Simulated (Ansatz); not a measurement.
Reaction (hydrogenolysis of the Sn–Cl bond): `[F][SnH]([Cl])[O]C(F)(F)F` + H₂ → `[F][SnH2][O]C(F)(F)F` + HCl

Calculated with Ansatz (gas phase, PBE0-D4/def2-TZVP geometries, no zero-point term in ΔE). CCSD(T)/CBS is the MP2 limit (def2-TZVPP, def2-QZVPP) plus CCSD(T) − MP2 in def2-TZVPP, frozen cores. This one scheme is used for every species. Functionals use def2-TZVPP. B3LYP here is the variant with VWN-RPA as its local correlation; programs differ in this. Elements past krypton have def2 core potentials. For Sn outer-core shells are correlated without core-valence functions, which leaves a few kJ/mol of doubt a bond. Each species was taken in one conformer, which may not be the lowest.

```
             level  ΔE (kcal/mol)  difference from CCSD(T)/CBS
            PBE-D4           14.4                         -0.7
         r2SCAN-D4           15.5                          0.4
           PBE0-D4           13.9                         -1.2
          B3LYP-D4           14.5                         -0.6
           ωB97X-V           14.0                         -1.1
           ωB97M-V           14.1                         -1.0
            B2PLYP           13.6                         -1.5
               PBE           13.1                         -2.0
            r2SCAN           15.2                          0.1
              PBE0           12.7                         -2.4
             B3LYP           12.5                         -2.6
     HF/def2-TZVPP           12.3                         -2.8
    MP2/def2-TZVPP           14.9                         -0.2
SCS-MP2/def2-TZVPP           13.8                         -1.3
   CCSD/def2-TZVPP           12.0                         -3.1
CCSD(T)/def2-TZVPP           12.9                         -2.2
     HF/def2-QZVPP           12.7                         -2.4
    MP2/def2-QZVPP           16.3                          1.2
SCS-MP2/def2-QZVPP           15.2                          0.1
      HF/CBS(def2)           12.8                         -2.3
     MP2/CBS(def2)           17.1                          2.0
    CCSD/CBS(def2)           14.1                         -1.0
       CCSD(T)/CBS           15.1                            0
```

Largest T1 diagnostic among the species: 0.013.

The D4 term adds +2.0 kcal/mol with B3LYP and +1.2 kcal/mol with PBE0; it sums over pairs of atoms, weighted by their polarisabilities, and B3LYP, whose exchange is more repulsive, gets the larger term.
